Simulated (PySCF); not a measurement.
SMILES CC1(C)O[B]OC1(C)C (C6H12BO2), doublet, GFN2-xTB optimised geometry.

```
21

C     -1.13     0.70    -1.58
C     -1.05     0.17    -0.14
C     -1.31     1.32     0.83
O     -2.12    -0.80     0.00
B     -1.58    -2.03     0.00
O     -0.23    -2.03     0.00
C      0.24    -0.67     0.14
C      0.75    -0.53     1.58
C      1.39    -0.44    -0.83
H     -2.12     1.13    -1.74
H     -1.01    -0.12    -2.29
H     -0.38     1.46    -1.76
H     -1.43     0.96     1.84
H     -2.22     1.83     0.54
H     -0.48     2.03     0.79
H      1.54    -1.26     1.74
H      1.14     0.46     1.76
H     -0.05    -0.75     2.29
H      1.11    -0.70    -1.84
H      1.71     0.60    -0.79
H      2.22    -1.08    -0.54
```

Density from unrestricted CAM-B3LYP/def2-SVP run with PySCF at that geometry.

Minimum of the electron density along straight lines between bonded atoms, close to the bond critical point (lines longer than 1.1 times the sum of covalent radii, or with two minima, are not listed):

| bond | length / Å | ρ at the minimum / e bohr⁻³ | ∇²ρ there / e bohr⁻⁵ | position (fraction from the first atom) |
|---|---|---|---|---|
| C1–C2 | 1.531 | 0.250 | -0.59 | 0.49 |
| C2–C3 | 1.525 | 0.252 | -0.60 | 0.51 |
| C2–O4 | 1.447 | 0.240 | -0.45 | 0.36 |
| O4–B5 | 1.351 | 0.210 | 1.18 | 0.67 |
| B5–O6 | 1.352 | 0.210 | 1.18 | 0.33 |
| C2–C7 | 1.570 | 0.241 | -0.56 | 0.50 |
| O6–C7 | 1.447 | 0.240 | -0.45 | 0.64 |
| C7–C8 | 1.531 | 0.250 | -0.59 | 0.51 |
| C7–C9 | 1.525 | 0.252 | -0.60 | 0.51 |
| C1–H10 | 1.088 | 0.278 | -1.04 | 0.63 |
| C1–H11 | 1.087 | 0.278 | -1.03 | 0.63 |
| C1–H12 | 1.086 | 0.277 | -1.03 | 0.63 |
| C3–H13 | 1.085 | 0.280 | -1.05 | 0.63 |
| C3–H14 | 1.087 | 0.278 | -1.04 | 0.63 |
| C3–H15 | 1.087 | 0.276 | -1.02 | 0.63 |
| C8–H16 | 1.088 | 0.278 | -1.04 | 0.63 |
| C8–H17 | 1.086 | 0.277 | -1.03 | 0.63 |
| C8–H18 | 1.087 | 0.278 | -1.03 | 0.63 |
| C9–H19 | 1.085 | 0.280 | -1.05 | 0.63 |
| C9–H20 | 1.087 | 0.277 | -1.02 | 0.63 |
| C9–H21 | 1.087 | 0.278 | -1.04 | 0.63 |
